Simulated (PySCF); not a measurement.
A calculated (B3LYP, PySCF 2.14, def2-SVP, no relativity, point nucleus) atom or ion has these occupied shells.

| shell | electrons | orbital energy (eV) | rms radius, mean of both spins (bohr) |
| --- | --- | --- | --- |
| 1s α | 1 | -8182.3 | 0.0635 |
| 1s β | 1 | -8182.2 | 0.0635 |
| 2s α | 1 | -997.36 | 0.269 |
| 2s β | 1 | -996.06 | 0.269 |
| 2p α | 3 | -873.05 | 0.239 |
| 2p β | 3 | -871.98 | 0.239 |
| 3s α | 1 | -133.79 | 0.806 |
| 3s β | 1 | -130.89 | 0.806 |
| 3p α | 3 | -95.430 | 0.853 |
| 3p β | 3 | -92.347 | 0.853 |
| 3d α | 5 | -31.562 | 1.08 |
| 3d β | 3 | -29.827 | 1.08 |

(1) Name the element and its charge.

Answers

(1) Ni²⁺ (nickel, charge +2), in [Ar] 3d8, high-spin 3F determinant.
